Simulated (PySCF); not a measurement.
# Ionisation energy of Sn²⁺ by level of theory

Sn²⁺ [Kr] 4d10 5s2 (1S) → Sn³⁺ [Kr] 4d10 5s1 (2S), as a difference of total energies. Computed with PySCF 2.14 in aug-cc-pVTZ-PP with one added diffuse shell each of d, f type with ECP28MDF (6s5p5d3f, 67 functions), with a scalar-relativistic core potential. Correlated levels: valence: 4s2 4p6 4d10 frozen. The calculations carry no spin-orbit coupling.

| method | ionisation energy (eV) |
| --- | --- |
| UHF | 28.537 |
| MP2 (valence) | 29.210 |
| SCS-MP2 (valence) | 29.345 |
| CCSD (valence) | 29.466 |

Task: How much does correlation contribute at MP2 (valence)?

Result: 29.210 − (28.537) = 0.673 eV, measured against UHF.

Errors of the correlated levels include the incompleteness of this basis and the frozen core.

With two correlated electrons CCSD is exact in that space.

For comparison: 30.506 eV (measured; NIST Atomic Spectra Database, ionization energies).
